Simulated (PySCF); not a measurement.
alpha-methylstyrene (C$_{9}$H$_{10}$), singlet, geometry from GFN2-xTB; DF-BLYP/3-21G (PySCF).

PySCF was given this input:
```python
from pyscf import gto, scf, dft

mol = gto.M(
    atom='''
C    -2.04529192   -0.76514710    1.50535577
C    -1.62293449   -0.27980810    0.34276531
C    -2.58312630    0.06711092   -0.75821084
C    -0.19272972   -0.04530204    0.07894888
C     0.23293136    1.05096743   -0.66870218
C     1.57784279    1.26611181   -0.90654907
C     2.52441816    0.38456886   -0.41339338
C     2.11474204   -0.71496926    0.32202440
C     0.77112148   -0.92696109    0.56608528
H    -3.09038935   -0.94166633    1.69710561
H    -1.37041645   -0.98194572    2.31531722
H    -2.71603346    1.14692363   -0.82175712
H    -2.20730797   -0.28319761   -1.71798005
H    -3.55546845   -0.38154103   -0.57135313
H    -0.49040908    1.75400632   -1.05365762
H     1.88894961    2.12646259   -1.48171981
H     3.57443213    0.55118929   -0.60401463
H     2.84630444   -1.41267207    0.70369910
H     0.45849803   -1.79698738    1.12441544
''',
    basis='3-21g',
    verbose=4,
)

mf = dft.RKS(mol)
mf.xc = 'blyp'
mf.DIIS = scf.EDIIS
mf = mf.density_fit(auxbasis='def2-universal-jkfit')
mf.kernel()
```

Output, abridged:

```
PySCF version 2.14.0

[INPUT] verbose = 4
[INPUT] num. atoms = 19
[INPUT] num. electrons = 64
[INPUT] charge = 0
[INPUT] spin (= nelec alpha-beta = 2S) = 0
[INPUT] symmetry False subgroup None
[INPUT] Mole.unit = angstrom
[INPUT] Symbol           X                Y                Z      unit          X                Y                Z       unit  Magmom
[...]
nuclear repulsion = 402.704629503267
number of shells = 65
number of NR pGTOs = 165
number of NR cGTOs = 101
basis = 3-21g
ecp = {}

******** <class 'pyscf.df.df_jk.DFRKS'> ********
method = DFRKS
initial guess = minao
damping factor = 0
level_shift factor = 0
DIIS = <class 'pyscf.scf.diis.EDIIS'>
diis_start_cycle = 1
diis_space = 8
diis_damp = 0
SCF conv_tol = 1e-09
SCF conv_tol_grad = None
SCF max_cycles = 50
direct_scf = False
XC library pyscf.dft.libxc version 7.1.2
    S. Lehtola, C. Steigemann, M. J. T. Oliveira, and M. A. L. Marques,  SoftwareX 7, 1–5 (2018)
XC functionals = blyp
    A. D. Becke,  Phys. Rev. A 38, 3098 (1988)
    C. Lee, W. Yang, and R. G. Parr,  Phys. Rev. B 37, 785 (1988)
    B. Miehlich, A. Savin, H. Stoll, and H. Preuss,  Chem. Phys. Lett. 157, 200 (1989)
radial grids:
    Treutler-Ahlrichs [JCP 102, 346 (1995); DOI:10.1063/1.469408] (M4) radial grids

becke partition: Becke, JCP 88, 2547 (1988); DOI:10.1063/1.454033
pruning grids: <function nwchem_prune>
grids dens level: 3
symmetrized grids: False
atomic radii adjust function: <function treutler_atomic_radii_adjust>
small_rho_cutoff = 0
Set gradient conv threshold to 3.16228e-05
Initial guess from minao.
tot grids = 225144
init E= -347.731514589674
[...]
cycle= 1 E= -346.782750767107  delta_E= 0.949  |g|= 0.539  |ddm|= 4.79
[...]
cycle= 2 E= -346.745406796793  delta_E= 0.0373  |g|= 0.65  |ddm|=  1.5
[...]
cycle= 3 E= -346.860615148916  delta_E= -0.115  |g|= 0.107  |ddm|= 0.92
[...]
cycle= 4 E= -346.860615149503  delta_E= -5.87e-10  |g|= 0.107  |ddm|= 1.71e-08
[...]
cycle= 5 E= -346.860615150835  delta_E= -1.33e-09  |g|= 0.107  |ddm|= 3.87e-08
[...]
cycle= 6 E= -346.860615148827  delta_E= 2.01e-09  |g|= 0.107  |ddm|= 5.84e-08
[...]
cycle= 7 E= -346.860615149109  delta_E= -2.82e-10  |g|= 0.107  |ddm|= 8.12e-09
[...]
cycle= 8 E= -346.860615152795  delta_E= -3.69e-09  |g|= 0.107  |ddm|= 1.07e-07
[...]
cycle= 9 E= -346.860615149411  delta_E= 3.38e-09  |g|= 0.107  |ddm|= 9.85e-08
[...]
cycle= 10 E= -346.850106917261  delta_E= 0.0105  |g|= 0.22  |ddm|= 0.278
[...]
cycle= 11 E= -346.855300834152  delta_E= -0.00519  |g|= 0.177  |ddm|= 0.453
[...]
cycle= 12 E= -346.861309620651  delta_E= -0.00601  |g|= 0.0921  |ddm|= 0.239
[...]
cycle= 13 E= -346.861685076606  delta_E= -0.000375  |g|= 0.0848  |ddm|= 0.0123
[...]
cycle= 14 E= -346.861685077415  delta_E= -8.09e-10  |g|= 0.0848  |ddm|= 4.79e-08
[...]
cycle= 15 E= -346.86168507654  delta_E= 8.75e-10  |g|= 0.0848  |ddm|= 3.05e-08
[...]
cycle= 16 E= -346.861685074342  delta_E= 2.2e-09  |g|= 0.0848  |ddm|= 5.96e-08
[...]
cycle= 17 E= -346.86168507699  delta_E= -2.65e-09  |g|= 0.0848  |ddm|= 7.97e-08
[...]
cycle= 18 E= -346.861685076487  delta_E= 5.03e-10  |g|= 0.0848  |ddm|= 4.94e-08
[...]
cycle= 19 E= -346.86139737426  delta_E= 0.000288  |g|= 0.093  |ddm|= 0.192
[...]
cycle= 20 E= -346.860434339902  delta_E= 0.000963  |g|= 0.11  |ddm|= 0.179
[...]
cycle= 21 E= -346.863638812826  delta_E= -0.0032  |g|= 0.023  |ddm|= 0.133
[...]
cycle= 22 E= -346.863638812971  delta_E= -1.44e-10  |g|= 0.023  |ddm|= 4.18e-08
[...]
cycle= 23 E= -346.863638813063  delta_E= -9.24e-11  |g|= 0.023  |ddm|= 1.51e-08
[...]
cycle= 24 E= -346.863638811566  delta_E= 1.5e-09  |g|= 0.023  |ddm|= 1.67e-07
[...]
cycle= 25 E= -346.863638812587  delta_E= -1.02e-09  |g|= 0.023  |ddm|= 1.38e-07
[...]
cycle= 26 E= -346.863638812783  delta_E= -1.96e-10  |g|= 0.023  |ddm|= 6.11e-08
[...]
cycle= 27 E= -346.861111612274  delta_E= 0.00253  |g|= 0.0961  |ddm|= 0.102
[...]
cycle= 28 E= -346.863163180909  delta_E= -0.00205  |g|= 0.0469  |ddm|= 0.141
[...]
cycle= 29 E= -346.86079047194  delta_E= 0.00237  |g|= 0.103  |ddm|= 0.126
[...]
cycle= 30 E= -346.863136586991  delta_E= -0.00235  |g|= 0.0463  |ddm|= 0.129
[...]
cycle= 31 E= -346.863136586959  delta_E= 3.19e-11  |g|= 0.0463  |ddm|= 2.86e-08
[...]
cycle= 32 E= -346.863136586966  delta_E= -6.48e-12  |g|= 0.0463  |ddm|= 4.28e-09
[...]
cycle= 33 E= -346.863136586998  delta_E= -3.25e-11  |g|= 0.0463  |ddm|= 3.27e-08
[...]
cycle= 34 E= -346.863136586997  delta_E= 1.14e-12  |g|= 0.0463  |ddm|= 3.86e-09
[...]
cycle= 35 E= -346.863136586878  delta_E= 1.19e-10  |g|= 0.0463  |ddm|= 1.09e-07
[...]
cycle= 36 E= -346.859604101715  delta_E= 0.00353  |g|= 0.12  |ddm|= 0.173
[...]
cycle= 37 E= -346.86164968826  delta_E= -0.00205  |g|= 0.083  |ddm|= 0.217
[...]
cycle= 38 E= -346.859262076859  delta_E= 0.00239  |g|= 0.125  |ddm|= 0.188
[...]
cycle= 39 E= -346.863057882493  delta_E= -0.0038  |g|= 0.0482  |ddm|= 0.166
[...]
cycle= 40 E= -346.863057878763  delta_E= 3.73e-09  |g|= 0.0482  |ddm|= 4.03e-07
[...]
cycle= 41 E= -346.863057881266  delta_E= -2.5e-09  |g|= 0.0482  |ddm|= 1.06e-07
[...]
cycle= 42 E= -346.863057881068  delta_E= 1.98e-10  |g|= 0.0482  |ddm|= 1.51e-08
[...]
cycle= 43 E= -346.863057881292  delta_E= -2.24e-10  |g|= 0.0482  |ddm|= 9.86e-09
[...]
cycle= 44 E= -346.863057881852  delta_E= -5.6e-10  |g|= 0.0482  |ddm|= 1.36e-07
[...]
cycle= 45 E= -346.856146879491  delta_E= 0.00691  |g|= 0.162  |ddm|= 0.217
[...]
cycle= 46 E= -346.857993019283  delta_E= -0.00185  |g|= 0.137  |ddm|= 0.324
[...]
cycle= 47 E= -346.855602138051  delta_E= 0.00239  |g|= 0.166  |ddm|= 0.294
[...]
cycle= 48 E= -346.863531878831  delta_E= -0.00793  |g|= 0.0284  |ddm|= 0.203
[...]
cycle= 49 E= -346.863531879006  delta_E= -1.76e-10  |g|= 0.0284  |ddm|= 1.93e-08
[...]
cycle= 50 E= -346.863531879002  delta_E= 4.32e-12  |g|= 0.0284  |ddm|= 5.34e-09
SCF not converged.
SCF energy = -346.863531879002
```

The run did not converge; its last values are not results.
